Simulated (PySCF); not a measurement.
Deuteron quadrupole couplings in `C=C/C(C)=P/CCC(F)(F)F`

Compound: C₇H₁₀F₃P.
Atom-mapped SMILES: `[CH2:1]=[CH:2]/[C:3]([CH3:4])=[P:5]/[CH2:6][CH2:7][C:8]([F:9])([F:10])[F:11]` (hydrogens: H12, H13 on C1; H14 on C2; H15, H16, H17 on C4; H18, H19 on C6; H20, H21 on C7)

Geometry (GFN2-xTB, Å), atoms numbered from 1 in this order:
```xyz
21
C7H10F3P angstrom
C     -3.7351    0.7596    0.4772
C     -2.8145   -0.1555    0.7817
C     -1.4703   -0.2272    0.2563
C     -1.0672    0.7714   -0.7813
P     -0.5360   -1.4751    0.9342
C      1.1482   -1.2926    0.1213
C      1.9502   -0.1439    0.7320
C      3.2853    0.0111    0.0327
F      4.0535   -1.0829    0.1344
F      4.0032    1.0301    0.5330
F      3.1455    0.2564   -1.2811
H     -4.7122    0.7378    0.9279
H     -3.5540    1.5607   -0.2186
H     -3.0596   -0.9285    1.5017
H     -1.0187    1.7681   -0.3401
H     -1.8158    0.7966   -1.5726
H     -0.1052    0.5504   -1.2335
H      1.0428   -1.1631   -0.9583
H      1.6819   -2.2322    0.2885
H      2.1486   -0.3304    1.7895
H      1.4204    0.8063    0.6387
```

Level: PBE0/pcSseg-1 (PySCF, non-relativistic); Q(2H) = 0.00286 b; rigid geometry, the same for H and D, with no vibrational averaging.

Question: Rank these positions by the coupling χzz of a deuteron there, largest first.
A. H13 (vinylic hydrogen)
B. H14 (vinylic hydrogen)
C. H18 (methylene hydrogen)
D. H20 (methylene hydrogen)

Answer: A (227 kHz), B (211 kHz), C (204 kHz), D (200 kHz).

Question: Give the electric field gradient Vzz (the principal value of largest size), its asymmetry and the 2H coupling at each hydrogen.

Answer: 
```json
{"atom": "H12", "bonded to": "C1", "bond length (Å)": "1.076", "Vzz (au)": "0.3380", "η": "0.05", "χzz (kHz)": "227"}
{"atom": "H13", "bonded to": "C1", "bond length (Å)": "1.076", "Vzz (au)": "0.3371", "η": "0.05", "χzz (kHz)": "227"}
{"atom": "H14", "bonded to": "C2", "bond length (Å)": "1.084", "Vzz (au)": "0.3140", "η": "0.08", "χzz (kHz)": "211"}
{"atom": "H15", "bonded to": "C4", "bond length (Å)": "1.091", "Vzz (au)": "0.3084", "η": "0.01", "χzz (kHz)": "207"}
{"atom": "H16", "bonded to": "C4", "bond length (Å)": "1.090", "Vzz (au)": "0.3092", "η": "0.02", "χzz (kHz)": "208"}
{"atom": "H17", "bonded to": "C4", "bond length (Å)": "1.086", "Vzz (au)": "0.3163", "η": "0.03", "χzz (kHz)": "213"}
{"atom": "H18", "bonded to": "C6", "bond length (Å)": "1.092", "Vzz (au)": "0.3036", "η": "0.03", "χzz (kHz)": "204"}
{"atom": "H19", "bonded to": "C6", "bond length (Å)": "1.093", "Vzz (au)": "0.2997", "η": "0.03", "χzz (kHz)": "201"}
{"atom": "H20", "bonded to": "C7", "bond length (Å)": "1.092", "Vzz (au)": "0.2973", "η": "0.04", "χzz (kHz)": "200"}
{"atom": "H21", "bonded to": "C7", "bond length (Å)": "1.092", "Vzz (au)": "0.2974", "η": "0.04", "χzz (kHz)": "200"}
```

Question: How does χzz go with the bond length over the 10 C–H bonds?

Answer: A straight-line fit has a slope of -15.1 kHz for each 0.01 Å, with a correlation coefficient of -0.98, over lengths from 1.076 to 1.093 Å. The longer bonds have the smaller couplings here.

Isolated species at its GFN2-xTB geometry (one conformer only). GFN2-xTB bond lengths can be off by several hundredths of an ångström, more for odd bonds, and the gradients follow them. With a basis this small, the couplings can be 20 % off.

The run behind these numbers computed NMR shieldings as well. Hardware: one thread, Arm Neoverse V2 (aarch64), on a shared host. Cost: 51 s wall, 1.1 GiB resident at most.
